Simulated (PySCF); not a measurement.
**A small calculation by hand: chemical shift, span and skew from a shielding tensor**

3-methylthiophene (C5H6S), SMILES Cc1ccsc1. Atoms are numbered in the order given.

```xyz
12

C     -0.1975    -2.4688     0.0000
C     -0.0252    -0.9825     0.0000
C      1.2449    -0.3230     0.0000
C      1.1422     1.0415     0.0000
S     -0.4974     1.5502     0.0000
C     -1.0556    -0.0747     0.0000
H     -1.2598    -2.7493     0.0000
H      0.2721    -2.9244    -0.8864
H      0.2721    -2.9244     0.8864
H      2.2002    -0.8512     0.0000
H      1.9457     1.7768     0.0000
H     -2.1245    -0.2859     0.0000
```
Charge 0, spin multiplicity 1.

Geometry optimised at PBE0-D3(BJ)/def2-SVP.

GIAO shieldings from HF/pcSseg-1 (PySCF), non-relativistic, no solvent. The symmetric part of the tensor of C2 has the principal values -51.2, 33.9, 160.2 ppm. The same nucleus in TMS has σ = 192.6 ppm at this level (PySCF, at its B3LYP-D3(BJ)/def2-TZVP geometry).

Task: Work out the isotropic shielding, the ¹³C shift against TMS, the span and the skew.

Result: 
σ(iso) = (σ11 + σ22 + σ33)/3 = 47.6 ppm. δ = σ(ref) − σ(iso) = 192.6 − (47.6) = 145.0 ppm.
Span Ω = σ33 − σ11 = 211.4 ppm. Skew κ = 3(σ(iso) − σ22)/Ω = 0.19. Tumbling in solution averages the tensor to δ; in a static solid the shielding alone would spread this spin-1/2 line over Ω.
